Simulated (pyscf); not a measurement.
Thermochemistry of product channels of O=Ti=O (SMILES [O]=[Ti]=[O]) + HO–SiH₃ (SMILES O[SiH3]) on the singlet surface, in kcal/mol, from CCSD(T)/def2-TZVPP + ΔMP2(QZVPP) energies (ideal gas, 1 atm, RRHO with modes under 100 cm⁻¹ raised to 100, one conformer, R ln 2 for rigid chiral ones). Structures and frequencies: ωB97X-D3(BJ)/def2-SVP in PySCF. MP2 and CC: frozen core, UHF for open shells. ΔMP2 is the change of the MP2 total energy from the triple- to the quadruple-zeta basis.

```
products                                                            ΔE  ΔH(298 K)  ΔG(298 K)  ΔG(1200 K)
---------------------------------------------------------------  -----  ---------  ---------  ----------
HO–SiH₂–OH (SMILES O[SiH2]O) + O=Ti (SMILES [O]=[Ti]) [singlet]  +15.9      +18.4      +19.4       +21.7
O=TiH–OH (SMILES [O]=[TiH][OH]) + O=SiH₂ (SMILES O=[SiH2])       +10.3       +8.4       +7.7         ___
```

Question: Some entries are withheld; supply them.

Answer: 
- O=TiH–OH (SMILES [O]=[TiH][OH]) + O=SiH₂ (SMILES O=[SiH2]), ΔG(1200 K): +4.4

These are energies of the channels, which say nothing of barriers. O=Ti [singlet] is an excited spin state, 28.4 kcal/mol over the triplet at ωB97X-D3(BJ). A restricted singlet here is unstable towards spin polarisation, as is usual where a triplet lies low; its energy is less safe. The CCSD(T) − MP2 part came from Ansatz, without density fitting, on the same reference. The frozen core leaves the outer d or s,p core shells of the metals and heavy elements correlated in the MP2 and CC values, and def2-TZVPP describes them poorly, which can shift differences by a few kcal/mol.
